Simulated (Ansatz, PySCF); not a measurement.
Gas-phase reaction in SMILES: Brc1cc[se]c1 [3-bromoselenophene] + 8 [H][H] (H2) -> Br (HBr) + 4 C (CH4) + [SeH2] (H2Se)
Each molecule is optimised on its own at B3LYP-D3(BJ)/def2-TZVP (Ansatz, an electronic-structure program). Unstable Hartree-Fock reference: Brc1cc[se]c1.

Quantity: energy of full hydrogenation (enthalpy at 298 K, with B3LYP-D3(BJ) rigid-rotor harmonic-oscillator terms from PySCF), in kcal/mol. Cores are frozen in the correlated levels unless marked. Spin-orbit coupling is left out. Frozen are the shells of the preceding noble gas and the d and f shells that filled before the atom's block. Non-relativistic. CBS(X,Y): correlation extrapolated as X^-3; Hartree-Fock from the larger set.

| level | program | energy of full hydrogenation (kcal/mol) |
|---|---|---|
| SVWN5/def2-TZVPD | Ansatz | -130.6 |
| r2SCAN-D3(BJ)/def2-TZVPD | Ansatz + dftd3 | ? |
| CAM-B3LYP-D4/def2-TZVPD | Ansatz + dftd4 | -133.2 |
| B2PLYP-D4/def2-TZVPD | Ansatz + dftd4 | ? |
| CCSD/cc-pVDZ | Ansatz | ? |
| CCSD(T)/CBS(cc-pVTZ,cc-pVQZ) | Ansatz | -123.1 |

Problem. Fill in the missing entries.

Solution. 
- r2SCAN-D3(BJ)/def2-TZVPD, energy of full hydrogenation (kcal/mol): -120.6
- B2PLYP-D4/def2-TZVPD, energy of full hydrogenation (kcal/mol): -118.4
- CCSD/cc-pVDZ, energy of full hydrogenation (kcal/mol): -139.2
